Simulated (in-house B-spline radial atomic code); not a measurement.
Radial electron density of Pm IX (Pm8+), [Kr] (4d3/2)3 (4d5/2)6 4f3 5s2 5p3. Method: Dirac-Hartree-Fock, average of the jj configuration, Fermi nucleus of rms radius 4.962 fm. Calculated with a radial B-spline atomic code at the basis-set limit.

Columns: r (bohr), 4πr²n(r) (electrons per bohr), bar.

```
0.000913    2.941 #
 0.00112    4.137 ##
 0.00138    5.827 ##
 0.00169    8.068 ###
 0.00207    11.08 #####
 0.00254    15.09 ######
 0.00312    20.32 ########
 0.00383    26.91 ###########
 0.00471    35.01 ###############
 0.00578    44.36 ##################
 0.00709    54.57 #######################
  0.0087    64.84 ###########################
  0.0107    73.99 ###############################
  0.0131    80.25 #################################
  0.0161     82.6 ##################################
  0.0197    80.74 ##################################
  0.0242    76.21 ################################
  0.0297    72.65 ##############################
  0.0365    74.44 ###############################
  0.0448    83.66 ###################################
   0.055    97.02 ########################################
  0.0675      106 ############################################
  0.0829    102.9 ###########################################
   0.102    89.51 #####################################
   0.125     79.3 #################################
   0.153    82.58 ##################################
   0.188    92.25 ######################################
   0.231    87.78 ####################################
   0.283    63.95 ###########################
   0.348    40.39 #################
   0.427    36.07 ###############
   0.524    41.25 #################
   0.643    37.44 ################
   0.789    24.61 ##########
   0.969     13.9 ######
    1.19    8.804 ####
    1.46    5.612 ##
    1.79    2.632 #
     2.2    0.744 
     2.7   0.1151 
    3.31  0.00872 
    4.07 0.0002617 
    4.99 2.819e-06
```

On this grid the curve has 4 maxima, near 0.0161, 0.0675, 0.188, 0.524 bohr.

The 5p1/2 radial function P(r) = rR(r), positive near the nucleus, with its small component Q(r) (sign convention: Q ≈ (P' + κP/r)/2c):

```tsv
r (bohr)	P	Q
0.000402	0.001034	0.003861
0.000606	0.00161	0.005533
0.000913	0.002546	0.007885
0.00138	0.004143	0.01119
0.00207	0.006877	0.01562
0.00312	0.01183	0.02156
0.00471	0.02088	0.02909
0.00709	0.03714	0.03778
0.0107	0.06583	0.04641
0.0161	0.1122	0.05198
0.0242	0.1769	0.04981
0.0365	0.2418	0.03477
0.055	0.246	0.006843
0.0829	0.09743	-0.02161
0.125	-0.205	-0.02786
0.188	-0.3709	-0.004364
0.283	-0.01379	0.01884
0.427	0.5318	0.01001
0.643	0.234	-0.01021
0.969	-0.7326	-0.01015
1.46	-0.9728	-0.0003675
2.2	-0.3913	0.001731
3.31	-0.04298	0.0003016
```
